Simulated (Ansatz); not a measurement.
Sn₄H₈. The state is a singlet with charge 0. Geometry PBE-D4/def2-SVP.

```xyz
12

Sn   -1.407   -1.139    0.719
Sn    1.561    0.755   -1.302
Sn    1.010    0.176    1.417
Sn   -1.165    0.595   -2.359
H     2.406    2.280   -1.335
H    -2.990   -0.578    1.156
H    -1.606    1.621   -0.938
H     0.482    1.485    2.433
H    -1.490   -2.880    0.687
H     2.755   -0.428   -1.770
H     1.906   -0.913    2.439
H    -1.462   -0.973   -1.146
```

In the def2 sets Sn takes a core potential; there is no spin–orbit coupling. LC-ωPBE has ω = 0.4 bohr⁻¹. The structure comes from a short search, and lower isomers may exist.

Q: Estimate the orbital energies around the gap (eV) in Ansatz with PBE-D4/def2-SVP, PBE-D4/def2-TZVP, r2SCAN-D4/def2-TZVP, PBE0-D4/def2-SVP, LC-ωPBE/def2-TZVP.

A: 
```tsv
orbital	PBE-D4/def2-SVP	PBE-D4/def2-TZVP	r2SCAN-D4/def2-TZVP	PBE0-D4/def2-SVP	LC-ωPBE/def2-TZVP
HOMO−5	-7.81	-7.85	-8.19	-9.05	-11.81
HOMO−4	-7.54	-7.58	-7.91	-8.72	-11.40
HOMO−3	-7.37	-7.42	-7.73	-8.52	-11.14
HOMO−2	-6.44	-6.50	-6.77	-7.49	-9.98
HOMO−1	-6.23	-6.28	-6.52	-7.15	-9.44
HOMO	-5.36	-5.43	-5.61	-6.16	-8.31
LUMO	-2.91	-2.97	-2.84	-2.25	-0.39
LUMO+1	-1.84	-1.97	-1.75	-1.13	0.56
LUMO+2	-1.73	-1.86	-1.66	-1.01	0.76
LUMO+3	-1.11	-1.28	-1.10	-0.43	1.37
LUMO+4	-0.94	-1.11	-0.92	-0.23	1.55
LUMO+5	-0.71	-0.87	-0.61	0.02	1.80
```
